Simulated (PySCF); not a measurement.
Tl⁺: ionisation energy

Tl⁺ [Xe] 4f14 5d10 6s2 → Tl²⁺ [Xe] 4f14 5d10 6s1 [6s1/2^1, M_J = 1/2], as a difference of total energies. Calculation: PySCF 2.14, in x2c-TZVPPall-2c (11s11p9d3f, 110 functions); the two-component X2C-1e Hamiltonian. Correlated levels: [Kr] 4d10 4f14 frozen; the 26 highest virtual spinors dropped. "Screened" scales the spin-orbit matrix elements by Boettger's factors to mimic the two-electron term; Breit and QED terms are absent.

| method | ionisation energy (eV) |
| --- | --- |
| GHF (spin-free) | 18.400 |
| GMP2 (spin-free) | 20.401 |
| GHF (screened spin-orbit) | 18.422 |
| GMP2 (screened spin-orbit) | 20.433 |

Q: How much does correlation contribute at GMP2 (screened spin-orbit)?

A: 20.433 − (18.422) = 2.011 eV, measured against GHF (screened spin-orbit).

Errors of the correlated levels include the incompleteness of this basis and the frozen core.

For comparison: 20.428 eV (measured; NIST Atomic Spectra Database, ionization energies).
